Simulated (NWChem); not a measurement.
System: C3H3F; SMILES C(=CF)=C

```xyz
7

C      0.2177     1.8768     0.0000
C     -0.1169     0.6128     0.0000
C     -0.4978    -0.6400     0.0000
F      0.3552    -1.6673     0.0000
H      0.3661     2.4294    -0.9354
H      0.3661     2.4294     0.9354
H     -1.5476    -0.9507     0.0000
```
Atoms are numbered in this order, from 1.

Coordinates come from a PBE0/def2-SVP optimisation.

Symmetry labels are those of Cs in the frame above (b1 and b2, or b-type labels, depend on it).

Problem. List the 4 lowest vertical singlet excitations from CAM-B3LYP/def2-SVPD, TDA (NWChem).

Solution. 
```csv
state,energy (eV),oscillator strength,symmetry,leading excitation (squared amplitude)
S1,4.97,0.001,a",HOMO → LUMO (0.97)
S2,6.89,0.000,a",HOMO−1 → LUMO+2 (0.98)
S3,7.19,0.011,a",HOMO → LUMO+1 (0.90)
S4,7.63,0.013,a',HOMO−1 → LUMO (0.57)
```
